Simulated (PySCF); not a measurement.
Species: C6H9N.
Atom-mapped SMILES: `[H]/[N:7]=[CH:6]/[C:4](=[CH:3]/[CH:2]=[CH2:1])[CH3:5]` (hydrogens: H8, H9 on C1; H10 on C2; H11 on C3; H12, H13, H14 on C5; H15 on C6; H16 on N7)

Computed with core-valence-separated Tamm–Dancoff BHandHLYP/aug-pcX-1 (pcseg-1 on H) in PySCF, non-relativistic, gas phase, PBE0-D3(BJ)/def2-SVP geometry.

Computed nitrogen K-edge spectrum, Gaussian lines of 0.6 eV full width, highest printed point 100; it ends one width below the last computed root. Absolute energies from this functional tend to lie a few eV below measured edges; no shift was applied.

photon energy (eV), absorption and a bar:
```
    395.0          1 
    395.2          9 ###
    395.4         36 ###########
    395.6         82 ########################
    395.8        100 ##############################
    396.0         66 ####################
    396.2         24 #######
    396.4          5 #
    396.6          0 
    396.8          0 
    397.0          0 
    397.2          0 
    397.4          0 
    397.6          0 
    397.8          0 
    398.0          0 
    398.2          0 
    398.4          0 
    398.6          0 
    398.8          0 
    399.0          3 #
    399.2         13 ####
    399.4         28 ########
    399.6         33 ##########
    399.8         21 ######
    400.0          7 ##
    400.2          1 
    400.4          1 
    400.6          2 #
    400.8          6 ##
    401.0         10 ###
    401.2         13 ####
    401.4         14 ####
```

Q: Assign the maxima to core holes.

A: 2 maxima:
- 395.8 eV: N7 (imine nitrogen), 395.77 eV, f = 0.055, 100 % of the height at the exact maximum
- 399.6 eV: N7 (imine nitrogen), 399.56 eV, f = 0.018, 100 % of the height at the exact maximum

Roots within 0.03 eV on the same or equivalent atoms count as one line; shares under 12 % aren't listed.

Vibrational structure and lifetime widths aren't in the curve. The ionisation threshold wasn't computed; near and above it a finite basis only mimics Rydberg series and continuum.

The values belong to the conformer `[H]/[N:7]=[CH:6]/[C:4](=[CH:3]/[CH:2]=[CH2:1])[CH3:5]`: C1–C2–C3–C4 180°, C3–C4–C6–N7 180°.
